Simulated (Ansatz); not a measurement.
Born–Oppenheimer molecular dynamics of F$_{3}$H$_{3}$W (7 atoms, charge 0, multiplicity 1). It starts from a relaxed structure.

These are results of RKS BLYP-D4/def2-SVP in Ansatz 0.2.0, not measurements.

```
ensemble                      : NVE (Milne-controlled integrator)
time step                     : 0.5 fs
steps asked                   : 150
starting velocities drawn for : 500 K
seed                          : 741840
```

First frame:

```xyz
7
Properties=species:S:1:pos:R:3
W 0.249 -0.249 -0.249
H -0.109 0.109 1.367
F 1.994 0.264 0.264
H -0.109 1.367 0.109
H -1.367 0.109 0.109
F -0.264 -1.994 0.264
F -0.264 0.264 -1.994
```

(1) How far do the bonds stretch over the last three quarters of this one trajectory? (Pairs bonded in most of those frames.)

Results:

(1) 
| bond | mean (Å) | spread (Å) | shortest | longest |
| --- | --- | --- | --- | --- |
| W1–H2 | 1.695 | 0.027 | 1.65 | 1.73 |
| W1–F3 | 1.919 | 0.077 | 1.80 | 2.02 |
| W1–H4 | 1.692 | 0.009 | 1.68 | 1.71 |
| W1–H5 | 1.696 | 0.043 | 1.63 | 1.75 |
| W1–F6 | 1.893 | 0.018 | 1.86 | 1.92 |
| W1–F7 | 1.895 | 0.009 | 1.88 | 1.91 |

Mean temperature of the second half: 224 K. The conserved energy stayed within 0.0041 meV per atom of its start (net change -0.00086 meV per atom), so the integration is sound. Over the second half the temperature averaged 0.45 of the 500 K drawn at the start: a run that starts near a minimum puts about half its kinetic energy into the potential. A run of 0.075 ps of so small a system gives no equilibrium averages.

The run took 4.1 min on 1 thread of Intel(R) Xeon(R) 6975P-C (Granite Rapids), on a shared host, peak memory 0.14 GiB.
